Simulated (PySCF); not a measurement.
# Polarisability and C₆ of Zr (zirconium, neutral)

[Kr] 4d2 5s2, high-spin 3F determinant. Calculation: PySCF 2.14, in aug-cc-pwCVTZ-PP with ECP28MDF (8s8p7d4f3g, 122 functions); a scalar-relativistic core potential. Coupled (time-dependent) response in atomic units; α is the mean over directions.

```csv
method,mean α (bohr³),C₆ (like pair),S(−4)
UHF,194.9,2523,204700
PBE,121.0,1683,6621
```

S(−4) is the Cauchy moment in α(ω) = α(0) + S(−4) ω² + …

Reference α: 112 ± 13 bohr³ (recommended; Schwerdtfeger and Nagle, table of static dipole polarizabilities (2023 update)). Published C₆: 1360 (Gould and Bucko (2016)).

Spin-orbit coupling is absent.

Hartree-Fock lies above the reference because it lacks correlation, which contracts the outer shell.

α(iu) at PBE:

| u (hartree) | α(iu) (bohr³) |
| --- | --- |
| 0 | 121.0 |
| 0.0500 | 106.9 |
| 0.100 | 81.11 |
| 0.200 | 44.57 |
| 0.300 | 27.61 |
| 0.500 | 14.27 |
| 0.750 | 8.381 |
| 1.00 | 5.717 |
| 1.50 | 3.244 |
| 2.00 | 2.099 |
| 3.00 | 1.075 |
| 5.00 | 0.4287 |

A single London oscillator, α(iu) = α/(1 + u²/ω²), gives C₆ = (3/4) ω α². Matching the computed C₆ needs ω = 4 × 1683 / (3 × 121.0²) = 0.153 hartree.

Energies and moments cover only the electrons outside the core potential.
